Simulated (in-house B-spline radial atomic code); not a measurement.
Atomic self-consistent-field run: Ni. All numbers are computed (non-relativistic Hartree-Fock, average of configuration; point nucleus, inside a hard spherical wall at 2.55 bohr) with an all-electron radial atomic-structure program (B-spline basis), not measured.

Command:
```bash
python run_scf.py task.json out
```
Settings:
```
Z                28
configuration    [Ar] 3d8 4s2
hamiltonian      nr
method           hf
spin_polarised   False
wall_radius      2.55
```

Output (hartree, bohr):
```
 radial grid: 39 intervals, B-splines of order 8, outer radius 2.55 bohr

 iter        energy (Eh)    residual
    1      -1503.4876793    4.10e-01
    2      -1504.0423701    7.03e-02
    3      -1504.2323861    1.66e-02
    4      -1504.2349231    6.92e-03
    5      -1504.2350949    8.27e-04
    6      -1504.2351044    3.26e-04
    7      -1504.2351084    8.62e-05
    8      -1504.2351085    4.46e-06
    9      -1504.2351085    8.34e-08

 total energy                    -1504.235109
 kinetic                           1515.49241
 electron-nucleus                 -3625.13353
 electron-electron                  605.40601

 orbital      occ     eigenvalue          <r>       <r^2>       <1/r>     <1/r^3>       <r^4>       r_max
 1s         2.000     -304.78386    0.0548067  0.00402647     27.5163           - 4.14315e-05     0.03616
 2s         2.000      -37.12638      0.24701   0.0719207     5.98358           -  0.00898906      0.2069
 2p         6.000      -32.13294     0.216366   0.0573602     5.91017     596.191  0.00665027      0.1662
 3s         2.000       -4.22147     0.751873    0.651994     1.86942           -    0.685647      0.6479
 3p         6.000       -2.59617      0.79513     0.74359     1.71909     70.6634    0.947248      0.6573
 3d         8.000       -0.01652      0.91088     1.01089     1.40452     7.01766      1.8921       0.649
 4s         2.000        0.97058      1.55961     2.65245    0.859335           -     8.67533       1.666
```

Time taken, with all properties: 0.04 s on 1 thread of Arm Neoverse V2 (shared host).
